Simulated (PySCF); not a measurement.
Computed properties of Ge(OMe)(SiH3) (CH6GeOSi), SMILES C[O][Ge][SiH3]

CH₆GeOSi, SMILES [Ge]([O]C)[SiH3] (connectivity only; charge and spin as stated), neutral, multiplicity 1. The structure is a stationary point at B3LYP-D3(BJ)/def2-SVP. The structure was generated by enumeration; whether it is a known compound was not checked. One conformer was computed; it need not be the lowest. All values are computed for the isolated molecule unless a solvent is named; none is compared with measurement here.

**Structure.** The optimised structure has Cs symmetry. All 24 harmonic modes at B3LYP-D3(BJ)/def2-SVP (PySCF) are real, so it is a minimum. With heavy atoms numbered as in [Ge:1]([O:2][CH3:3])[SiH3:7], the shortest bond between them is O2–C3 at 1.406 Å and the longest Ge1–Si7 at 2.543 Å.

**Vibrations.** The strongest infrared lines (harmonic, unscaled, degenerate partners summed) lie at 855 cm⁻¹ (243 km/mol, H 90 %, Si 9 %), 1118 cm⁻¹ (178 km/mol, O 50 %, C 40 %, H 10 %), 2184 cm⁻¹ (126 km/mol, H 96 %). The softest mode is at 73 cm⁻¹ and the zero-point energy is 41.0 kcal/mol.

**Electronic structure.** r2SCAN/def2-TZVP (PySCF) places the frontier levels at -5.54 and -3.28 eV, a gap of 2.26 eV, and gives a dipole moment of 0.73 D and a mean polarisability of 83.6 bohr³. PBE/def2-TZVP (PySCF) at the same geometry gives -5.33 and -3.32 eV, so its gap is 0.25 eV narrower. An orbital gap is neither the optical nor the fundamental gap.

**Excitations.** TDDFT-PBE0/def2-SVPD (PySCF) has S1 at 2.39 eV (520 nm, f = 0.003, weak); the most intense of the 10 singlets computed lies at 6.18 eV (f = 0.32). T1 (TDA) is at 1.58 eV. TDDFT-PBE/def2-SVPD (PySCF) puts S1 at 2.33 eV.

**NMR.** GIAO shifts at PBE0/pcSseg-1 (PySCF) (non-relativistic, atoms alike by connectivity averaged): ¹³C at 74.4 ppm against TMS; ¹H from 3.8 to 5.2 ppm against TMS; ²⁹Si at -113.6 ppm against TMS.
